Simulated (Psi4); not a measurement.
CH10O2Si3 (SMILES C[Si](O)(O)[SiH2][SiH3]), singlet, at a GFN2-xTB geometry; HF/6-31G* (Psi4).

Here is a job for Psi4.
```
memory 2 GB

molecule mol {
0 1
  Si    1.782018    2.096755   -0.262901
  Si    0.352853    0.538902   -1.200748
  Si   -0.695234   -0.860864    0.292250
  C    -2.268212   -0.238577    1.154023
  O    -1.201130   -2.301943   -0.302914
  O     0.529565   -1.077748    1.364582
  H     1.145260    2.854251    0.821779
  H     2.994091    1.505114    0.310406
  H     2.248120    3.102769   -1.224313
  H    -0.656630    1.220750   -2.035438
  H     1.087057   -0.259609   -2.208448
  H    -2.695887   -0.996409    1.805163
  H    -3.029031    0.033452    0.430644
  H    -2.057257    0.639757    1.757120
  H    -0.629828   -2.862011   -0.820129
  H     0.420983   -1.616176    2.145313
}

set basis 6-31g*
set reference rhf

energy('scf')
print_variables()
```

Q: Write the output that Psi4 gives for this input, abridged.

A: 
```
   => Loading Basis Set <=

    Name: 6-31G*
    Role: ORBITAL
    Keyword: BASIS

         ---------------------------------------------------------
                                   SCF
               by Justin Turney, Rob Parrish, Andy Simmonett
                          and Daniel G. A. Smith
                              RHF Reference
         ---------------------------------------------------------

  ==> Geometry <==

    Molecular point group: c1
    Full point group: C1

    Geometry (in Angstrom), charge = 0, multiplicity = 1:

       Center              X                  Y                   Z               Mass
    ------------   -----------------  -----------------  -----------------  -----------------
         SI           1.773799468061     2.122967609596    -0.255996618206    27.976926534650
         SI           0.344634468061     0.565114609596    -1.193843618206    27.976926534650
         SI          -0.703452531939    -0.834651390404     0.299154381794    27.976926534650
         C           -2.276430531939    -0.212364390404     1.160927381794    12.000000000000
         O           -1.209348531939    -2.275730390404    -0.296009618206    15.994914619570
         O            0.521346468061    -1.051535390404     1.371486381794    15.994914619570
         H            1.137041468061     2.880463609596     0.828683381794     1.007825032230
         H            2.985872468061     1.531326609596     0.317310381794     1.007825032230
         H            2.239901468061     3.128981609596    -1.217408618206     1.007825032230
         H           -0.664848531939     1.246962609596    -2.028533618206     1.007825032230
         H            1.078838468061    -0.233396390404    -2.201543618206     1.007825032230
         H           -2.704105531939    -0.970196390404     1.812067381794     1.007825032230
         H           -3.037249531939     0.059664609596     0.437548381794     1.007825032230
         H           -2.065475531939     0.665969609596     1.764024381794     1.007825032230
         H           -0.638046531939    -2.835798390404    -0.813224618206     1.007825032230
         H            0.412764468061    -1.589963390404     2.152217381794     1.007825032230

  Running in c1 symmetry.

  Rotational constants: A =      0.09846  B =      0.03108  C =      0.02991 [cm^-1]
  Rotational constants: A =   2951.64105  B =    931.67540  C =    896.66489 [MHz]
  Nuclear repulsion =  455.728574097407204

  Charge       = 0
  Multiplicity = 1
  Electrons    = 74
  Nalpha       = 37
  Nbeta        = 37

  ==> Algorithm <==

  SCF Algorithm Type is DF.
  DIIS enabled.
  MOM disabled.
  Fractional occupation disabled.
  Guess Type is SAD.
  Energy threshold   = 1.00e-06
  Density threshold  = 1.00e-06
  Integral threshold = 1.00e-12

  ==> Primary Basis <==

  Basis Set: 6-31G*
    Blend: 6-31G*
    Number of shells: 62
    Number of basis functions: 122
    Number of Cartesian functions: 122
    Spherical Harmonics?: false
    Max angular momentum: 2

   => Loading Basis Set <=

    Name: (6-31G* AUX)
    Role: JKFIT
    Keyword: DF_BASIS_SCF

  ==> Integral Setup <==

  SCF_SUBTYPE=INCORE selected. In-core MEM_DF algorithm will be used.
  Using in-core AOs.

  ==> MemDFJK: Density-Fitted J/K Matrices <==

    J tasked:                   Yes
    K tasked:                   Yes
    wK tasked:                   No
    Algorithm:                 Core
    Schwarz Cutoff:           1E-12
    Mask sparsity (%):       4.9718
    Fitting Condition:        1E-10

   => Auxiliary Basis Set <=

  Basis Set: (6-31G* AUX)
    Blend: CC-PVDZ-JKFIT
    Number of shells: 270
    Number of basis functions: 883
    Number of Cartesian functions: 883
    Spherical Harmonics?: false
    Max angular momentum: 3

  Minimum eigenvalue in the overlap matrix is 3.8959204530E-03.
  Reciprocal condition number of the overlap matrix is 5.9188263052E-04.
    Using symmetric orthogonalization.

  ==> Pre-Iterations <==

  SCF Guess: Superposition of Atomic Densities via on-the-fly atomic UHF (no occupation information).

   -------------------------
    Irrep   Nso     Nmo
   -------------------------
     A        122     122
   -------------------------
    Total     122     122
   -------------------------

  ==> Iterations <==

                           Total Energy        Delta E     RMS |[F,P]|

   @DF-RHF iter SAD: -1058.94699883470184   -1.05895e+03   0.00000e+00
   @DF-RHF iter   1: -1060.04523971755498   -1.09824e+00   5.13046e-03 DIIS/ADIIS
   @DF-RHF iter   2: -1060.20281434659364   -1.57575e-01   2.87633e-03 DIIS/ADIIS
   @DF-RHF iter   3: -1060.24866543032135   -4.58511e-02   4.30456e-04 DIIS/ADIIS
   @DF-RHF iter   4: -1060.25145936563672   -2.79394e-03   1.29026e-04 DIIS/ADIIS
   @DF-RHF iter   5: -1060.25169460344227   -2.35238e-04   2.90506e-05 DIIS
   @DF-RHF iter   6: -1060.25171044849981   -1.58451e-05   6.47875e-06 DIIS
   @DF-RHF iter   7: -1060.25171134774223   -8.99242e-07   1.68023e-06 DIIS
   @DF-RHF iter   8: -1060.25171141207420   -6.43320e-08   5.63859e-07 DIIS
  Energy and wave function converged.

  ==> Post-Iterations <==

    Orbital Energies [Eh]
    ---------------------

    Doubly Occupied:

[...]
      37A     -0.382351

    Virtual:

[...]
     122A      4.626693

    Final Occupation by Irrep:
              A
    DOCC [    37 ]
    NA   [    37 ]
    NB   [    37 ]

  @DF-RHF Final Energy: -1060.25171141207420

   => Energetics <=

    Nuclear Repulsion Energy =            455.7285740974072041
    One-Electron Energy =               -2376.7842835408378050
    Two-Electron Energy =                 860.8039980313566275
    Total Energy =                      -1060.2517114120742008

Computation Completed

Properties will be evaluated at   0.000000,   0.000000,   0.000000 [a0]

Properties computed using the SCF density matrix

 Multipole Moments:

 ------------------------------------------------------------------------------------
     Multipole            Electronic (a.u.)      Nuclear  (a.u.)        Total (a.u.)
 ------------------------------------------------------------------------------------

 L = 1.  Multiply by 2.5417464519 to convert [e a0] to [Debye]
 Dipole X            :          1.0780629           -1.1492698           -0.0712068
 Dipole Y            :         -4.2257302            3.6655643           -0.5601658
 Dipole Z            :         -0.7082357            0.9654937            0.2572580
 Magnitude           :                                                    0.6205142

 ------------------------------------------------------------------------------------

  Variable Map:
  ----------------------------------------------------------------------------
[...]
  Array Variable Map:
  ----------------------------------------------------------------------------
[...]
[...]
```
